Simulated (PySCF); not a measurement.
Species: C₈H₆O.
Geometry (GFN2-xTB, Å), atoms numbered from 1 in this order:
```
atom  x, y, z in Å
C1    -2.811    0.825    1.180
C2    -2.279   -0.132    0.682
C3    -1.740   -1.295    0.110
C4    -0.484   -1.444   -0.344
C5     0.555   -0.457   -0.336
C6     0.617    0.850    0.094
C7     1.928    1.294   -0.173
C8     2.575    0.239   -0.744
O9     1.760   -0.819   -0.848
H10   -3.248    1.676    1.612
H11   -2.428   -2.129    0.044
H12   -0.188   -2.395   -0.766
H13   -0.178    1.407    0.542
H14    2.336    2.263    0.029
H15    3.579    0.124   -1.105
```

The closed-shell SCF was solved with PySCF and density fitting under several settings on one GFN2-xTB geometry (grid level 2 and gas phase unless stated).

| settings | basis functions | SCF cycles | E (Eh) | HOMO (eV) | LUMO (eV) | dipole (D) |
| --- | --- | --- | --- | --- | --- | --- |
| PBE0/pcSseg-1 | 183 | 14 | -383.0808 | -6.12 | -1.56 | 0.95 |
| PBE0/def2-SVPD | 231 | 15 | -382.8638 | -6.11 | -1.59 | 0.87 |

Problem. Estimate the rows for these settings: (1) PBE/6-31G*, IEF-PCM chloroform, start guess atom, energy threshold 1e-08 Eh; (2) B97-2/pcSseg-1, energy threshold 1e-08 Eh.

Solution. 
```tsv
settings	basis functions	SCF cycles	E (Eh)	HOMO (eV)	LUMO (eV)	dipole (D)
PBE/6-31G*, IEF-PCM chloroform, start guess atom, energy threshold 1e-08 Eh	138	11	-383.0942	-4.86	-1.96	1.10
B97-2/pcSseg-1, energy threshold 1e-08 Eh	183	10	-383.3940	-5.88	-1.58	0.96
```

Problem. Over all rows, what range does the HOMO–LUMO gap span?

Solution. From 2.90 eV (PBE/6-31G*, IEF-PCM chloroform, start guess atom, energy threshold 1e-08 Eh) to 4.56 eV (PBE0/pcSseg-1). The functional of the narrowest has no exact exchange, that of the widest 25 % exact exchange.

Problem. And the dipole moment?

Solution. From 0.87 D (PBE0/def2-SVPD) to 1.10 D (PBE/6-31G*, IEF-PCM chloroform, start guess atom, energy threshold 1e-08 Eh); the largest is 1.26 times the smallest, and the median is 0.95 D.

Problem. Compare two rows with the functional PBE0: PBE0/pcSseg-1 and PBE0/def2-SVPD. Which energy is lower, and by how much?

Solution. PBE0/pcSseg-1 (183 functions) lies 0.2170 Eh or 136 kcal/mol below PBE0/def2-SVPD (231 functions). The smaller set gives the lower energy; the two sets aren't nested, so the variational bound doesn't order them by size.

Whole jobs, the steps after the SCF included, on Arm Neoverse V1, one thread, on a shared host:

| settings | work after the SCF | wall time | peak memory |
| --- | --- | --- | --- |
| PBE0/pcSseg-1 | shieldings, ring-centre shieldings, charges and field gradients, density and orbital grids written | 42 s | 0.82 GiB |
| PBE0/def2-SVPD | 6 singlets by full TDDFT, 2 Tamm–Dancoff triplets, polarisability, density and orbital grids written | 59 s | 0.93 GiB |
| PBE/6-31G*, IEF-PCM chloroform, start guess atom, energy threshold 1e-08 Eh | 1 singlet by full TDDFT, 2 Tamm–Dancoff triplets, polarisability | 19 s | 0.67 GiB |
| B97-2/pcSseg-1, energy threshold 1e-08 Eh | shieldings, ring-centre shieldings, charges and field gradients | 34 s | 0.82 GiB |

Cycle counts include a coarse-grid stage where the run had one. All basis functions are spherical, in the Pople sets too. Geometry: GFN2-xTB, one conformer.
